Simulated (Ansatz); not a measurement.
Species: NaLi, charge 0, multiplicity 1. 
Geometry from a B3LYP-D3(BJ)/def2-TZVP (Ansatz, a program for electronic structure) optimisation:
```xyz
2

Li     0.0000     0.0000    -2.2753
Na     0.0000     0.0000     0.6205
```
Charge 0, spin multiplicity 1.

Property: atomisation energy (electronic, to ground-state atoms), in kcal/mol. Valence correlation only, unless marked. UHF or UKS for open shells. Spin-orbit coupling is left out. No relativistic terms. The coupled-cluster limit lacks core correlation, which all-electron functionals hold. CBS(X,Y): correlation extrapolated as X^-3; Hartree-Fock from the larger set.

```
level                        program  atomisation energy (kcal/mol)
--------------------  --------------  -----------------------------
revPBE-D4/def2-TZVPD  Ansatz + dftd4                           18.1
```

Task: Predict the CCSD(T)/CBS(def2-TZVPPD,def2-QZVPPD) result (Ansatz).

Result: 20.2 kcal/mol
